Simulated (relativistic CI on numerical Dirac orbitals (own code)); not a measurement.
## Radial parameters of Pt⁶⁸⁺

Method of calculation: Dirac-Coulomb-Breit CI, KLI orbitals optimised for each configuration, model QED (radiative potential, 1s self-energy scaled to tabulated hydrogen-like ionisation energies), unscaled Slater integrals (own radial code, finite nucleus).

Slater integrals F^k, G^k are unscaled and averaged over j, outside the closed core 1s2; ζ comes from projecting the Hamiltonian with its Breit term on Σ l·s of the shell.

- 2s²2p⁵3s: ζ(2p) = 9.5125e+06, G^1(2p,3s) = 160770 cm⁻¹; <r>(2p) = 0.0631, <r^2>(2p) = 0.004875, <r>(3s) = 0.1687, <r^2>(3s) = 0.03259 (bohr units).
- 2s²2p⁵3p: ζ(2p) = 9.511e+06, F^2(2p,3p) = 419700, G^0(2p,3p) = 170000, G^2(2p,3p) = 184130, ζ(3p) = 2.6384e+06 cm⁻¹; <r>(2p) = 0.06312, <r^2>(2p) = 0.004879, <r>(3p) = 0.1653, <r^2>(3p) = 0.03173 (bohr units).
- 2s²2p⁵3d: ζ(2p) = 9.5184e+06, F^2(2p,3d) = 540710, G^1(2p,3d) = 509390, G^3(2p,3d) = 294470, ζ(3d) = 367000 cm⁻¹; <r>(2p) = 0.06312, <r^2>(2p) = 0.00488, <r>(3d) = 0.1458, <r^2>(3d) = 0.02446 (bohr units).

Averages of the first 10 configurations, taken without configuration mixing, which lowers the lowest level and can move excited configurations by several eV; other configurations of the list can lie among them:

```csv
Configuration,Parity,States,Average energy above the lowest level (eV)
2s²2p⁶,even,1,0.5
2s²2p⁵3s,odd,12,9843.1
2s²2p⁵3p,even,36,10332.8
2s²2p⁵3d,odd,60,10742.8
2s2p⁶3s,even,4,11556.9
2s2p⁶3p,odd,12,12040.2
2s2p⁶3d,even,20,12450.2
2s²2p⁵4s,odd,12,13617.0
2s²2p⁵4p,even,36,13818.3
2s²2p⁵4d,odd,60,13982.7
```
